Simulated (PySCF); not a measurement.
This script is equivalent to a calculation on Bi (bismuth, neutral).

```python
from pyscf import gto, scf, dft, mp, cc
import basis_set_exchange as bse
txt = bse.get_basis("aug-cc-pV5Z-PP", elements=["Bi"], fmt="nwchem", header=False)
cut = txt.index("\nECP")
mol = gto.M(atom="Bi 0 0 0", charge=0, spin=3, symmetry="D2h",
            basis=gto.basis.parse(txt[:cut]),
            ecp={"Bi": gto.basis.parse_ecp(txt[cut:])})
mf = dft.UKS(mol, xc="MN15")
mf.irrep_nelec = {'Ag': (4, 4), 'B1g': (1, 1), 'B2g': (1, 1), 'B3g': (1, 1), 'B1u': (2, 1), 'B2u': (2, 1), 'B3u': (2, 1)}
mf.kernel()
```

Task: What total energy does it give?

Result: -214.194 hartree (calculated).

Task: Which occupied shell lies highest, and where?

Result: 6p α, at -6.742 eV.

Task: What is ⟨S²⟩, and what would a pure spin state give?

Result: 3.752, against 3.75.

Energies and moments cover only the electrons outside the core potential. Spin-orbit coupling, which splits the p, d and f shells strongly at this Z, is absent. Spin-orbit coupling is strong in this species (close to jj coupling), so the high-spin LS determinant is a model state, not a physical level.
